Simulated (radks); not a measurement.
All-electron atom: Ge I in [Ar] 3d10 4s2 4p2 (the NIST ground configuration). Calculated with a radial shooting solver on a logarithmic mesh with Libxc functionals: scalar-relativistic Kohn-Sham, PBEsol, spin-polarised, spherical densities, point nucleus; open shells are filled with parallel spins first.

Normalised radial functions P(r) = r R(r), r in bohr:

r           4p up
0.006293   0.0031
0.009615   0.0066
0.01458    0.0138
0.0221     0.0277
0.03376    0.0528
0.05118    0.0905
0.07758    0.1327
0.1186     0.1477
0.1797     0.0806
0.2724    -0.0854
0.4163    -0.2392
0.631     -0.1763
0.9566     0.1298
1.462      0.4816
2.216      0.6293
3.359      0.4945
5.133      0.2255
7.78       0.0569

4p up: eigenvalue -4.413 eV, 2 radial nodes at r = 0.225, 0.822 bohr, <r> = 2.84 bohr, 90 % of the charge inside 4.44 bohr.
